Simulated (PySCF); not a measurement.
VH₂ to VH₄: adding ligands

Level: PBE0 in the def2-TZVP basis family, all electrons, no relativity, computed in PySCF with density fitting; open shells unrestricted.

Each entry is the lowest minimum that a search over a few typed start shapes (and spin states, where more than one is plausible) found, or that minimum re-optimised at the stated level; isomers with ligand–ligand bonds, or fragments after loss of a ligand pair, can lie lower.

```csv
molecule,2S+1,point group,mean bond to V (Å),polar-tensor charge of V,lowest ω (cm⁻¹),distinct angles (°)
VH₂,?,?,?,?,?,?
VH₃,3,D3h,1.673,1.21,78,120
VH₄,2,D2d,1.635,1.30,163,103/113
```

Q: Fill in the row of VH₂.

A: 2S+1: 4; point group: D∞h; mean bond to V (Å): 1.776; polar-tensor charge of V: 1.09; lowest ω (cm⁻¹): 359; distinct angles (°): 180.

The bond shortens at every step; the largest change, -0.103 Å, falls between VH₂ and VH₃ among the members listed.

The shape changes along the series: D∞h for VH₂; D3h for VH₃; D2d for VH₄.

Left out of the table are members whose search was unfinished or whose lowest solution was spin-contaminated, unstable, very soft or bonded differently.

Open d and f shells are single-determinant solutions and may miss the true ground state.
